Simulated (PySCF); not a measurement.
Choosing a molecule for a target property.

Each SMILES stands for a single optimised conformer of the isolated species, non-relativistic unless stated; the electronic structure was computed with PySCF and density fitting.

The conformers computed, where there is a choice (atom-mapped SMILES and torsion angles):
- `[CH3:1][CH2:2][CH:3]([F:4])[CH2:5][CH3:6]`: C1–C2–C3–F4 -63°, C2–C3–C5–C6 -177°
- `[CH:1]#[C:2][SiH2:3][Si@H:4]1[CH2:5][C@@H:6]([CH:7]([F:8])[F:9])[CH2:10]1`: C2–Si3–Si4–C5 124°, C5–C6–C7–F8 57°
- `[SiH3:1][N:2]([SiH3:3])[C@:4]1([SiH3:5])[CH:6]=[CH:7][O:8][SiH2:9]1`: Si1–N2–C4–Si5 140°

The conformers of `CC[C@]1(S[SiH3])CO[SiH2]O1` and `CC(=S)C1=C(F)CCCC1` aren't listed.

(1) Wanted: dipole moment above 1.4 D (PBE0/pcSseg-1) and smallest rotational constant above 0.5 GHz (GFN2-xTB), at GFN2-xTB geometries. Which candidate meets both?
A. `CCC(F)CC`
B. `C#C[SiH2][Si@H]1C[C@@H](C(F)F)C1`
C. `C#C[C@@]1(C)[SiH2]C1`
D. `[SiH3]N([SiH3])[C@]1([SiH3])C=CO[SiH2]1`

(2) Wanted: HOMO energy between -7.3 eV and -6.4 eV (PBE0/pcSseg-1) and HOMO–LUMO gap above 6.7 eV (PBE0/pcSseg-1), at GFN2-xTB geometries. Which candidate meets both?
A. `C#C[SiH2][Si@H]1C[C@@H](C(F)F)C1`
B. `[C@@]1([SiH3])(N([SiH3])[SiH3])[SiH2]OC=C1`
C. `CCC(F)CC`
D. `C[C@]1(C#C)[SiH2]C1`
E. `[SiH3]S[C@@]1(O[SiH2]OC1)CC`
F. `CC(=S)C1=C(F)CCCC1`
G. `ClC(Cl)Cl`

Answers

(1) A. Computed values:
```csv
species,dipole moment,smallest rotational constant
[SiH3]N([SiH3])[C@]1([SiH3])C=CO[SiH2]1,0.20 D,0.628 GHz
C#C[C@@]1(C)[SiH2]C1,1.11 D,1.878 GHz
CCC(F)CC,1.73 D,1.677 GHz
C#C[SiH2][Si@H]1C[C@@H](C(F)F)C1,2.08 D,0.441 GHz
```

(2) E. Computed values:
```csv
species,HOMO energy,HOMO–LUMO gap
ClC(Cl)Cl,-8.96 eV,8.06 eV
CCC(F)CC,-8.82 eV,10.37 eV
C#C[SiH2][Si@H]1C[C@@H](C(F)F)C1,-7.67 eV,6.99 eV
[SiH3]S[C@@]1(O[SiH2]OC1)CC,-6.92 eV,7.17 eV
C[C@]1(C#C)[SiH2]C1,-6.50 eV,6.40 eV
[C@@]1([SiH3])(N([SiH3])[SiH3])[SiH2]OC=C1,-6.29 eV,5.82 eV
CC(=S)C1=C(F)CCCC1,-6.09 eV,3.82 eV
```
